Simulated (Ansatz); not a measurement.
The cluster Si3B⁻. Total charge -1; triplet. Geometry PBE0-D4/def2-TZVPD; atoms count from 1.

```xyz
4

B    -0.761    0.259   -0.422
Si    0.118    1.723    0.399
Si   -0.464   -1.606   -0.591
Si    1.107   -0.376    0.614
```

At PBE0-D4/def2-TZVPD a singlet of charge -1 lies 1.04 eV below the triplet, each at its own geometry. The structure comes from a short search, and lower isomers may exist.

(1) Estimate the Mulliken populations from the PBE0/def2-TZVPD orbitals of Ansatz.

(2) Where does the spin sit?

(3) And the Mayer bond orders between bonded heavy atoms (over 0.3)?

## Answers

(1) 
```tsv
atom	charge (e)	spin (α − β)
B1	0.45	-0.14
Si2	-0.54	1.05
Si3	-0.54	1.05
Si4	-0.36	0.04
```
Mulliken values and Mayer orders depend strongly on the basis. With diffuse functions, as here, like atoms can get unlike values, and bond orders can come out too low or too high.

(2) Summed by element: B -0.14, Si 2.14, of 2 unpaired in all. Largest on single atoms: Si2 1.05, Si3 1.05, B1 -0.14.

(3) B1–Si2 0.84 (1.90 Å); B1–Si3 0.84 (1.90 Å); B1–Si4 0.66 (2.23 Å); Si2–Si4 1.07 (2.33 Å); Si3–Si4 1.07 (2.33 Å). Values over 0.3 also appear between atoms too far apart for a bond (Si2–Si3 0.48 at 3.52 Å); they arise where an orbital or an unpaired electron spreads over both atoms.
